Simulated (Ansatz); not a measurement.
Ga₃Cl₆⁺. Total charge 1; triplet. Geometry PBE-D4/def2-SVP, that of the charge +1 singlet; atoms count from 1.

Cartesian coordinates in Å:
```
Ga 0.5655 -0.9703 -1.4111
Ga 0.7481 0.9140 1.1096
Ga -1.6740 0.5146 0.9767
Cl 2.1014 1.9780 2.3321
Cl 1.1884 -2.1137 -3.0610
Cl -3.6842 0.7014 1.5819
Cl 1.0686 1.2800 -1.2591
Cl -1.7014 -0.9193 -0.9772
Cl 1.3875 -1.3847 0.7082
```

At PBE0-D4/def2-TZVP a singlet of charge 1 lies 4.31 eV below the triplet at the same geometry. The structure comes from a short search, and lower isomers may exist.

Q: Estimate the Mulliken populations from the PBE0/def2-TZVP orbitals of Ansatz.

A: 
| atom | charge (e) | spin (α − β) |
| --- | --- | --- |
| Ga1 | 0.65 | -0.02 |
| Ga2 | 0.45 | 0.42 |
| Ga3 | 0.35 | 1.00 |
| Cl4 | -0.04 | 0.14 |
| Cl5 | -0.09 | 0.00 |
| Cl6 | -0.05 | 0.19 |
| Cl7 | -0.09 | 0.09 |
| Cl8 | -0.10 | 0.09 |
| Cl9 | -0.09 | 0.09 |
Mulliken values depend strongly on the basis.

Q: Where does the spin sit?

A: Summed by element: Ga 1.40, Cl 0.60, of 2 unpaired in all. Largest on single atoms: Ga3 1.00, Ga2 0.42, Cl6 0.19.

Q: And the Mayer bond orders between heavy atoms (over 0.3)?

A: Ga1–Cl5 1.29 (2.10 Å); Ga1–Cl7 0.70 (2.31 Å); Ga1–Cl8 0.74 (2.31 Å); Ga1–Cl9 0.70 (2.31 Å); Ga2–Ga3 0.88 (2.46 Å); Ga2–Cl4 1.27 (2.11 Å); Ga2–Cl7 0.57 (2.42 Å); Ga2–Cl9 0.57 (2.42 Å); Ga3–Cl6 1.24 (2.11 Å); Ga3–Cl8 0.56 (2.42 Å).
